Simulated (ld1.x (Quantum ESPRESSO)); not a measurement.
## Reading a pseudo-wave (arsenic (As))

Columns: radius, all-electron u(r) and pseudo u(r) of the 4s shell (level -23.45 eV) of arsenic in the configuration [Ar] 3d10 4s2 4p2; PW91, scalar-relativistic, PAW scheme, ld1.x (Quantum ESPRESSO) 7.5.

```tsv
r (bohr)	all-electron	pseudo
0.110	-0.2137	-0.0704
0.220	-0.0679	-0.1412
0.330	0.2647	-0.2128
0.440	0.3909	-0.2851
0.550	0.3179	-0.3579
0.660	0.1385	-0.4305
0.770	-0.0736	-0.5018
0.880	-0.2763	-0.5703
0.990	-0.4499	-0.6342
1.100	-0.5874	-0.6915
1.210	-0.6890	-0.7404
1.320	-0.7581	-0.7789
1.430	-0.7993	-0.8052
1.540	-0.8176	-0.8183
1.650	-0.8175	-0.8175
1.760	-0.8029	-0.8029
1.870	-0.7774	-0.7774
1.980	-0.7440	-0.7440
2.090	-0.7051	-0.7051
2.200	-0.6628	-0.6628
2.310	-0.6186	-0.6186
2.420	-0.5740	-0.5740
2.530	-0.5297	-0.5297
2.640	-0.4865	-0.4865
2.750	-0.4451	-0.4451
2.860	-0.4057	-0.4057
```

(1) How many radial nodes do the two functions have?

(2) At about which radius was the pseudo-wave matched?

(3) Is the pseudo-wave norm-conserving?

## Answers

(1) The all-electron 4s function has n − l − 1 = 3 (the table is too coarse to show those close to the nucleus); the pseudo-wave has 0, since the states of the same l below it are removed with the core.

(2) 1.65 bohr, where the columns begin to agree (steps of 0.11 bohr).

(3) No, it belongs to a PAW set: the norm inside the radius is not constrained, and the difference is carried by the augmentation charge.
